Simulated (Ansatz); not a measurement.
Reaction (hydrogenolysis of a C–C bond): `C[CH2][Cd][F]` + H₂ → `[CH3][Cd][F]` + CH₄

Computed with Ansatz on PBE0-D4/def2-TZVP structures; ΔE is electronic, products minus reactants. CCSD(T)/CBS adds triple-zeta CCSD(T) − MP2 to the extrapolated MP2 energy (def2 sets, frozen cores). This one scheme is used for every species. Functionals use def2-TZVPP. def2 core potentials past Kr. For Cd outer-core shells are correlated without core-valence functions, which leaves a few kJ/mol of doubt a bond. One conformer a species, not always the lowest.

```json
{"level": "revPBE", "ΔE (kcal/mol)": "-21.0", "difference from CCSD(T)/CBS": "-0.8"}
{"level": "BLYP", "ΔE (kcal/mol)": "-21.9", "difference from CCSD(T)/CBS": "-1.7"}
{"level": "r2SCAN", "ΔE (kcal/mol)": "-20.7", "difference from CCSD(T)/CBS": "-0.5"}
{"level": "CAM-B3LYP", "ΔE (kcal/mol)": "-22.5", "difference from CCSD(T)/CBS": "-2.3"}
{"level": "LC-ωPBE", "ΔE (kcal/mol)": "-21.9", "difference from CCSD(T)/CBS": "-1.7"}
{"level": "HF/def2-SVP", "ΔE (kcal/mol)": "-25.1", "difference from CCSD(T)/CBS": "-4.9"}
{"level": "CCSD/def2-SVP", "ΔE (kcal/mol)": "-20.4", "difference from CCSD(T)/CBS": "-0.2"}
{"level": "SCS-MP2/def2-TZVPP", "ΔE (kcal/mol)": "-20.1", "difference from CCSD(T)/CBS": "0.1"}
{"level": "CCSD(T)/def2-TZVPP", "ΔE (kcal/mol)": "-20.3", "difference from CCSD(T)/CBS": "-0.1"}
{"level": "HF/def2-QZVPP", "ΔE (kcal/mol)": "-25.1", "difference from CCSD(T)/CBS": "-4.9"}
{"level": "CCSD(T)/CBS", "ΔE (kcal/mol)": "-20.2", "difference from CCSD(T)/CBS": "0"}
```

Largest T1 diagnostic among the species: 0.014.

From BLYP to BHLYP (50 % exact exchange), in def2-TZVPP and without D4, ΔE moves by −1.4 kcal/mol. The D4 term adds +1.8 kcal/mol with B3LYP and +0.9 kcal/mol with PBE0; it sums over pairs of atoms, weighted by their polarisabilities, and B3LYP, whose exchange is more repulsive, gets the larger term.

B3LYP here is the variant with VWN-RPA as its local correlation; programs differ in this.
